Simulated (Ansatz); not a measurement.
**Worked example: BrF + Cd(CH3)(OH) → HOF + Cd(CH3)Br**

Gas-phase species: BrF (bromine fluoride), singlet; Cd(CH3)(OH), singlet; HOF (hypofluorous acid) `OF`, singlet; Cd(CH3)Br, singlet. The partners trade Br for OH: F–Br and Cd–OH bonds give way to F–OH and Cd–Br.

Shapes, held fixed at every level: PBE0-D4/def2-TZVP. Programs: Ansatz 0.2.0. Electronic energies: no zero-point or thermal term.

At CCSD(T)/def2-TZVPP; 1 Eh = 2625.50 kJ/mol:

| species | energy (Eh) |
| --- | --- |
| BrF | -2672.378628 |
| Cd(CH3)(OH) | -283.134598 |
| HOF | -175.341719 |
| Cd(CH3)Br | -2780.158923 |

Task: Work out ΔE of the reaction at this level.

Result: 
1. Products less reactants: (-175.341719) + (-2780.158923) − [(-2672.378628) + (-283.134598)] = 0.012584 Eh = +33.0 kJ/mol.

Other levels give -13.5 (HF/def2-SVP) to +45.7 kJ/mol (MP2/def2-TZVPP). No measured value is set beside it here. For atoms past krypton def2 sets carry core potentials with scalar relativity. Relativity is left out for Br. Outer-core shells of Br, Cd are correlated, in sets that cover them unevenly. The levels disagree on the sign, so it isn't settled.
